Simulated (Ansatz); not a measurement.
# Competing steps

Reactants: SiN₂H₆S ([NH2][SiH]([NH2])[SH]) (brackets give SMILES or just the links). Saddle points were found for several chosen steps; others may exist. Gas-phase electronic energies, without zero-point energy, by CCSD(T) at an estimated basis limit (MP2 extrapolated from triple and quadruple zeta, plus CCSD(T) − MP2 in triple zeta); Ansatz 0.2.0, def2-TZVPP and QZVPP, frozen cores, on PBE0-D4/def2-TZVP structures. Extrapolation: Hartree–Fock as exp(−7.88 √X), correlation as X^−2.97. No counterpoise correction.

Problem. Rank the steps by the energy of their saddle points, lowest first, and give each saddle's height above the lowest. (Judge from chemistry; the value comes from the calculation.)
A. 1,1-elimination, to SiN₂H₄ ([NH2][Si][NH2]) + H₂S (breaks or loosens H–Si, S–Si; forms H–S)
B. 1,2-elimination, to SiN₂H₄S ([NH2][Si]([NH2])[S]) + H₂ (breaks or loosens H–S, H–Si; forms H–H)

Solution. By the calculation: B (0.00 kcal/mol), A (23.21 kcal/mol). Heights count from the lowest.

The lowest of these saddles lies at 43.96 kcal/mol relative to the reactant.

Problem. Does the lowest of these saddles lead to the lowest end structure (the products still in contact)? (Judge from chemistry; the calculation decides.)

Solution. The calculation gives: Yes. Relative to the reactant, the ends lie at 17.53 (SiN₂H₄S ([NH2][Si]([NH2])[S]) + H₂); 43.45 (SiN₂H₄ ([NH2][Si][NH2]) + H₂S) kcal/mol.

T1 diagnostic: at most 0.014. The restricted Hartree–Fock reference is unstable towards an unrestricted one at one or more of these structures.

For scale, one of the runs: CCSD(T)/def2-TZVPP, 230 basis functions, launched by `ansatz run in.yaml --threads 4 --pin off --events-out ev --progress --plain --max-ram 9574MiB`. Hardware: 4 CPU threads of an Arm Neoverse N1, shared host. Wall time 110 s; peak host memory 3.8 GiB.
